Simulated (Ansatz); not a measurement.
Ansatz (a first-principles code) input (CCSD(T)/cc-pV(D+d)Z):
A basis named .json is the Basis Set Exchange file of that set.

Ansatz 0.2 input:
```yaml
crystal:
  periodic: [false, false, false]
  atoms:
    - {symbol: P, position_ang: [-1.00461171, -0.37909113, -0.03250634]}
    - {symbol: P, position_ang: [1.00461171, 0.37909113, 0.03250634]}
    - {symbol: H, position_ang: [-1.59475521, 0.19172810, 1.11421367]}
    - {symbol: H, position_ang: [-1.58868246, 0.36373926, -1.07947105]}
    - {symbol: H, position_ang: [1.58868246, -0.36373926, 1.07947105]}
    - {symbol: H, position_ang: [1.59475521, -0.19172810, -1.11421367]}
basis:
  gaussian:
    orbitals: cc-pV_D+d_Z.json
total_charge: 1
magnetization: {spin_polarized: true, initial_magnetization: 1}
correlation: {method: ccsd_t, electrons: outside_noble_gas}
```

End of the output:

```
determinant -18599.43188064 eV, -683.5165144658 hartree, with singles and doubles -18606.81484527 eV, -683.7878334117 hartree
determinant -18596.06210127 eV, -683.3926773580 hartree, with singles and doubles -18603.97902149 eV, -683.6836188099 hartree
10 core orbitals not correlated
reference -18599.43188064 eV, -683.5165144658 hartree; 7, 6 occupied and 49, 50 virtual orbitals, 632 factors
second order -6.12472984 eV of doubles, -0.00000000 eV of singles
coupled cluster: 0.18 GiB planned
cycle   1  -7.38311982 eV  change   -1.6e-4 eV  update   6.6e-4
cycle   2  -7.38334518 eV  change   -2.3e-4 eV  update   4.3e-4
cycle   3  -7.38331889 eV  change    2.6e-5 eV  update   1.8e-4
cycle   4  -7.38328618 eV  change    3.3e-5 eV  update   7.7e-5
cycle   5  -7.38337282 eV  change   -8.7e-5 eV  update   2.1e-5
cycle   6  -7.38340419 eV  change   -3.1e-5 eV  update   8.2e-6
cycle   7  -7.38339854 eV  change    5.7e-6 eV  update   3.2e-6
perturbative correction -0.24499944 eV, -0.0090035634 hartree
Total energy: -18607.06027862 eV, -683.7968529208 hartree
```
